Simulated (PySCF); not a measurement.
**Re: excitation energy**

Re [Xe] 4f14 5d5 6s2 (6S) → Re [Xe] 4f14 5d5 6s1 6p1 (8P), as a difference of total energies. Computed with PySCF 2.14 in x2c-TZVPPall (11s7p7d3f1g, 97 functions), with the spin-free X2C one-electron Hamiltonian (Gaussian nucleus). Correlated levels: valence: [Xe] 4f14 frozen. The calculations carry no spin-orbit coupling.

```json
{"method": "UHF", "excitation energy (cm⁻¹)": "8720.5"}
{"method": "MP2 (valence)", "excitation energy (cm⁻¹)": "17925"}
{"method": "SCS-MP2 (valence)", "excitation energy (cm⁻¹)": "21196"}
{"method": "CCSD (valence)", "excitation energy (cm⁻¹)": "18674"}
{"method": "CCSD(T) (valence)", "excitation energy (cm⁻¹)": "19500"}
```

A first-order spin-orbit estimate (lowest level to lowest level, LS coupling) adds -0.275 eV.

The basis was made for the ground configuration and has no added diffuse functions, so the excitation energy can come out too high.
